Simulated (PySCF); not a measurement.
## Potential energy of RuSe along the bond

Set-up: Ru def2-TZVPP with ECP28, Se def2-TZVPP; scalar-relativistic core potentials (PySCF 2.14). Energies in eV from Ru (4d7 5s1) + Se in their ground configurations at the same level. All curves are PBE0. state 1: ⁵Δ (quintet), unpaired electrons σ ↑, π ↑↑, δ ↑; state 2: ⁵Σ⁺ (quintet), unpaired electrons π ↑↑, δ ↑↑, a second solution, started from another occupation; state 3: Ms = 1 determinant of mixed spin (⟨S²⟩ near 3.0), unpaired electrons σ ↑, π ↑↓, δ ↑, a mixture of terms (⟨Lz²⟩ = 6.0), a second solution, started from another occupation; state 4: Ms = 0 determinant of mixed spin (⟨S²⟩ near 2.0), unpaired electrons σ ↑, π ↓↓, δ ↑, a second solution, started from another occupation.

```json
{"R (Å)": "1.901", "state 1": "-1.951", "state 2": "-1.354", "state 3": "-1.328", "state 4": "-1.168"}
{"R (Å)": "1.990", "state 1": "-2.854", "state 2": "-2.292", "state 3": "-2.230", "state 4": "-2.068"}
{"R (Å)": "2.078", "state 1": "-3.340", "state 2": "-2.798", "state 3": "-2.719", "state 4": "-2.549"}
{"R (Å)": "2.145", "state 1": "-3.508", "state 2": "-2.976", "state 3": "-2.894", "state 4": "-2.713"}
{"R (Å)": "2.211", "state 1": "-3.553", "state 2": "-3.028", "state 3": "-2.952", "state 4": "-2.756"}
{"R (Å)": "2.277", "state 1": "-3.506", "state 2": "-2.986", "state 3": "-2.929", "state 4": "-2.707"}
{"R (Å)": "2.366", "state 1": "-3.341", "state 2": "-2.827", "state 3": "-2.816", "state 4": "-2.543"}
{"R (Å)": "2.476", "state 1": "-3.028", "state 2": "-2.520", "state 3": "-2.608", "state 4": "-2.239"}
{"R (Å)": "2.609", "state 1": "-2.570", "state 2": "-2.069", "state 3": "-2.318", "state 4": "-1.802"}
{"R (Å)": "2.786", "state 1": "-1.916", "state 2": "-1.424", "state 3": "-1.914", "state 4": "-1.198"}
```

Q: Put a parabola through the three lowest points of the state 1 curve and estimate Re, k and ωe (reduced mass 44.79 u; 1 eV/Å² = 0.16022 mdyn/Å; ωe = 1302.8·√(k/μ) cm⁻¹).

A: Through R = 2.145, 2.211, 2.277 Å the second-order coefficient is 10.6 eV/Å², so Re ≈ 2.210 Å, k ≈ 3.38 mdyn/Å and ωe ≈ 358 cm⁻¹. A polynomial fit of higher order to the unrounded PBE0 energies gives Re = 2.207 Å, k = 3.39 mdyn/Å, ωe = 358 cm⁻¹; anharmonicity and rounding make the difference.

The higher-order fit for each curve: state 1: Re = 2.207 Å, ωe = 358 cm⁻¹, De = 3.55 eV; state 2: Re = 2.211 Å, ωe = 358 cm⁻¹, minimum 3.03 eV below the ground-state fragments; state 3: Re = 2.221 Å, ωe = 325 cm⁻¹, minimum 2.95 eV below the ground-state fragments; state 4: Re = 2.205 Å, ωe = 357 cm⁻¹, minimum 2.76 eV below the ground-state fragments.

The metal atom is held in its measured ground configuration; semilocal functionals can put another filling of s and d lower by some tenths of an eV, and De to that atom would be smaller. Spin–orbit coupling is left out, which matters for elements this heavy, above all for dissociation energies. With d or f electrons several states lie close, and the lowest PBE0 determinant need not be the measured ground state.
